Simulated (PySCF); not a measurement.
Al(Cl)(OMe)(NH2) (CH₅AlClNO), SMILES C[O][Al]([NH2])[Cl]. Geometry: PBE-D3(BJ)/def2-SVP. The structure was generated by enumeration; whether it is a known compound was not checked. Other conformers were not sampled.

All values below come from PBE-D3(BJ)/def2-SVP (PySCF 2.14.0).

Harmonic wavenumbers (cm⁻¹): 81, 83, 87, 166, 231, 251, 325, 337, 461, 621, 735, 870, 1143, 1148, 1207, 1423, 1427, 1432, 1466, 2911, 2988, 2993, 3520, 3614. Rotational constants (GHz): 3.384, 2.309, 1.385; symmetry number 1.

Task: Work out the zero-point energy and the ideal-gas rigid-rotor harmonic-oscillator thermochemistry at 298.15 K and 1 atm.

Result: ZPE = ½ Σ hcν = ½ × 29518 cm⁻¹ = 176.55 kJ/mol. H − E(el) = 200.46 kJ/mol. Entropy in J/(mol K): translation 167.31, rotation 116.26, vibration 91.28, total 374.85. G − E(el) = 88.70 kJ/mol. Cp = 113.76 J/(mol K). Modes under 150 cm⁻¹ make the vibrational entropy uncertain.
